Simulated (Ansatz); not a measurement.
Start from `CC#C[SiH2]C` and change one atom or group to get `CC#[C][GeH2][OH]`.

Ansatz, PBE0-D4/def2-TZVP geometries, multiplicity 1. Each molecule was computed in one conformer, which needn't be the lowest.

Scalar relativity is left out up to krypton.

```tsv
property	`CC#C[SiH2]C`
HOMO energy (PBE/def2-TZVPP) / eV	-6.38
size of the dipole moment (ωB97M-V/def2-TZVPP) / D	1.45
HOMO energy (PBE0/def2-TZVPP) / eV	-7.57
LUMO energy (ωB97M-V/def2-TZVPP) / eV	2.04
LUMO energy (PBE/def2-TZVPP) / eV	-0.63
size of the dipole moment (PBE/def2-TZVPP) / D	1.48
```

What does the change do to each property? (Estimate.)

Computed: 
```
                                          property  `CC#[C][GeH2][OH]`  shift
                 HOMO energy (PBE/def2-TZVPP) / eV               -6.51  -0.13
size of the dipole moment (ωB97M-V/def2-TZVPP) / D                2.66   1.21
                HOMO energy (PBE0/def2-TZVPP) / eV               -7.74  -0.17
             LUMO energy (ωB97M-V/def2-TZVPP) / eV                1.65  -0.39
                 LUMO energy (PBE/def2-TZVPP) / eV               -1.09  -0.46
    size of the dipole moment (PBE/def2-TZVPP) / D                2.62   1.14
```

With PBE0 the HOMO falls by 0.17 eV and the LUMO falls by 0.47 eV, so the gap narrows by about 0.30 eV. PBE moves the HOMO by -0.13 eV and ωB97M-V by -0.18 eV. Dipoles are sizes alone; their direction can turn.
